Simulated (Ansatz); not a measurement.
The cluster Ge2Te3⁻, relaxed as a doublet with UKS PBE-D4/def2-SVPD in Ansatz, starting from the GFN1-xTB geometry. Force threshold 0.02 eV/Å.

In the def2 sets Te takes a core potential; there is no spin–orbit coupling. The relaxation made no stability test and no search for a lower SCF solution. Another isomer (doublet) lies 0.26 eV lower at PBE0-D4/def2-TZVPD; other spin states weren't run for this one.

Start:

```xyz
5

Ge   -0.1791   -1.5384   -0.4045
Ge    0.3087    1.5615    0.1676
Te    1.0499    0.1906   -1.9314
Te    0.7557   -0.4476    1.7836
Te   -1.9352    0.2339    0.3847
```

Estimate the energy that the relaxation releases and the steps that it takes.

14.2 kcal/mol, in 5 steps; 24 s on 4 threads of Arm Neoverse V1 on a shared host. No frequencies were taken in this run, so the end may be a saddle point.

Does the start keep its bonding and symmetry?

By distances, no bond broke or formed. The bond that changes most is Te4–Te5, from 3.11 to 3.45 Å (atoms count from 1). Point group C2v at the start, C2v at the end, both within 0.05 Å.

Predict the relaxed structure.


Cartesian coordinates in Å:
```
Ge -0.156 -1.481 -0.422
Ge 0.315 1.510 0.129
Te 1.153 0.209 -2.119
Te 0.839 -0.498 1.982
Te -2.152 0.259 0.430
```
Bond lengths: 6 × Ge–Te 2.73 to 2.78 Å.
